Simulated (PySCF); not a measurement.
Isomers of C6H11N3, mass 125.095 u with the commonest isotopes. Computed with PBE0-D3(BJ)/def2-SVP geometry optimisation, gas phase in PySCF. One conformer each, none proved a minimum here; rigid rotors.

Question: Order these by out-of-plane moment Σ m c² = (Ia + Ib − Ic)/2, largest first.
A. `CC(C)(C)c1cn[nH]n1`
B. `[CH3:1][CH2:2][c:3]1[n:4][n:5]([CH3:6])[n:7][c:8]1[CH3:9]` with C1–C2–C3–N4 -96°
C. `[CH3:1][CH:2]([CH3:3])[c:4]1[cH:5][n:6][n:7]([CH3:8])[n:9]1` with C1–C2–C4–C5 61°

Answer: C (56.10 u·Å²), A (55.30 u·Å²), B (22.38 u·Å²).

Question: Order these by radius of gyration √(Σ m r²/M), largest first.
A. `[CH3:1][CH:2]([CH3:3])[c:4]1[cH:5][n:6][n:7]([CH3:8])[n:9]1` with C1–C2–C4–C5 61°
B. `CC(C)(C)c1cn[nH]n1`
C. `[CH3:1][CH2:2][c:3]1[n:4][n:5]([CH3:6])[n:7][c:8]1[CH3:9]` with C1–C2–C3–N4 -96°

Answer: A (2.187 Å), C (2.127 Å), B (2.033 Å).

Question: Order these by rotational constant A, smallest first.
A. `[CH3:1][CH:2]([CH3:3])[c:4]1[cH:5][n:6][n:7]([CH3:8])[n:9]1` with C1–C2–C4–C5 61°
B. `[CH3:1][CH2:2][c:3]1[n:4][n:5]([CH3:6])[n:7][c:8]1[CH3:9]` with C1–C2–C3–N4 -96°
C. `CC(C)(C)c1cn[nH]n1`

Answer: B (2649 MHz), C (3151 MHz), A (3942 MHz).

```json
{"SMILES": "CC(C)(C)c1cn[nH]n1", "point group": "near Cs", "Ia (u·Å²)": "160.37", "Ib (u·Å²)": "411.94", "Ic (u·Å²)": "461.71", "κ": "-0.87", "μa (D)": "0.31", "μb (D)": "0.24", "μc (D)": "0.01"}
{"SMILES": "CCc1nn(C)nc1C", "point group": "C1", "Ia (u·Å²)": "190.78", "Ib (u·Å²)": "397.61", "Ic (u·Å²)": "543.63", "κ": "-0.60", "μa (D)": "0.06", "μb (D)": "0.00", "μc (D)": "0.03"}
{"SMILES": "CC(C)c1cnn(C)n1", "point group": "–", "Ia (u·Å²)": "128.20", "Ib (u·Å²)": "526.01", "Ic (u·Å²)": "542.02", "κ": "-0.98", "μa (D)": "0.12", "μb (D)": "0.41", "μc (D)": "0.07"}
```
